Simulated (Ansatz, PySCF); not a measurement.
This Ansatz (a quantum-chemistry and plane-wave program) input computes a SVWN5/def2-TZVPD energy:

Ansatz 0.2 input:
```yaml
crystal:
  periodic: [false, false, false]
  atoms:
    - {symbol: B, position_ang: [0.12097551, 0.41893980, -0.04317243]}
    - {symbol: O, position_ang: [1.13529893, -0.27687544, 0.46827673]}
    - {symbol: O, position_ang: [-1.10677257, -0.05789316, -0.38847549]}
    - {symbol: H, position_ang: [0.38503049, 1.58663834, -0.18997045]}
    - {symbol: H, position_ang: [-1.21811895, -1.00318858, -0.23257734]}
basis:
  gaussian:
    orbitals: def2-TZVPD
hamiltonian:
  xc: {name: SVWN5}
magnetization: {spin_polarized: true, initial_magnetization: 1}
output: {forces: true}
```

Problem. Write an input for the same energy in PySCF and say what it gives.

Solution. 
```python
from pyscf import gto, scf, dft

mol = gto.M(
    atom='''
    B     0.12097551    0.41893980   -0.04317243
    O     1.13529893   -0.27687544    0.46827673
    O    -1.10677257   -0.05789316   -0.38847549
    H     0.38503049    1.58663834   -0.18997045
    H    -1.21811895   -1.00318858   -0.23257734
    ''',
    basis='def2-tzvpd',
    charge=0,
    spin=1,
    verbose=4,
)

mf = dft.UKS(mol, xc='svwn').density_fit(auxbasis='def2-universal-jkfit')
mf.grids.level = 3
mf.conv_tol = 1e-9
mf.max_cycle = 100
mf.max_memory = 1500
mf.kernel()
if not mf.converged:
    mf = mf.newton()
    mf.kernel(mf.make_rdm1())
for _ in range(2):
    mo, _, stable, _ = mf.stability(return_status=True)
    if stable:
        break
    mf.kernel(mf.make_rdm1(mo, mf.mo_occ))
mf.analyze()
```
It gives -175.23233 Eh, and Ansatz -175.23229 Eh, a difference of 0.04 mEh, from the treatment of integrals and grids.

It need not be the lowest isomer of its formula.
